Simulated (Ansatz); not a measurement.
`C[SiH](F)B[SiH3]` + `OCO` → `OCOB[SiH3]` + `C[SiH2]F`  (cleavage of the B–Si bond)

Program: Ansatz. Geometries: PBE0-D4/def2-TZVP. ΔE: electronic, gas phase. CCSD(T)/CBS adds triple-zeta CCSD(T) − MP2 to the extrapolated MP2 energy (def2 sets, frozen cores). This one scheme is used for every species. DFT in def2-TZVPP. Each species was taken in one conformer, which may not be the lowest.

`C[SiH](F)B[SiH3]`:

Z-matrix (Å, degrees):
```
C
Si 1 1.866
H 1 1.093 2 110.1
H 1 1.092 2 111.5 3 -120.1
H 1 1.093 2 110.3 3 119.5
F 2 1.612 1 107.9 3 55.4
B 2 2.001 1 111.8 3 178.2
H 2 1.493 1 110.2 3 -60.0
Si 7 2.004 2 124.2 1 -120.2
H 7 1.199 2 116.4 1 63.2
H 9 1.496 7 104.2 2 -81.6
H 9 1.488 7 114.8 2 160.5
H 9 1.488 7 112.9 2 35.1
```

`OCO`:

```xyz
7

O     1.149    0.098   -0.395
C    -0.022   -0.341    0.227
O    -1.111    0.502   -0.005
H     0.994    0.108   -1.345
H     0.226   -0.408    1.292
H    -0.336   -1.324   -0.138
H    -0.900    1.366    0.363
```

`OCOB[SiH3]`:

Cartesian coordinates in Å:
```
O 1.003 0.202 -1.493
C 0.452 1.277 -0.817
O -0.906 1.049 -0.470
B -1.255 0.039 0.357
Si 0.032 -1.278 1.222
H 0.586 0.130 -2.358
H 1.049 1.414 0.087
H 0.453 2.192 -1.414
H -2.438 -0.064 0.537
H 1.430 -0.786 1.369
H 0.061 -2.523 0.403
H -0.466 -1.651 2.577
```

`C[SiH2]F`:

Z-matrix (Å, degrees):
```
C
Si 1 1.853
H 1 1.094 2 110.1
H 1 1.092 2 111.0 3 -119.6
H 1 1.092 2 111.1 3 119.7
F 2 1.604 1 109.4 3 179.8
H 2 1.485 1 111.5 3 61.3
H 2 1.485 1 111.5 3 -61.7
```

| level | ΔE (kJ/mol) |
| --- | --- |
| PBE-D4 | -142.6 |
| PBE | -142.0 |
| CCSD/def2-TZVPP | -153.3 |
| HF/CBS(def2) | -157.4 |

(1) What does CCSD(T)/CBS give? (Best estimate.)

Largest T1 diagnostic among the species: 0.014.

Results:

(1) Ansatz gave: -152.0 kJ/mol. The listed levels differ from it by 9.4, 10.0, -1.3, -5.4 kJ/mol.
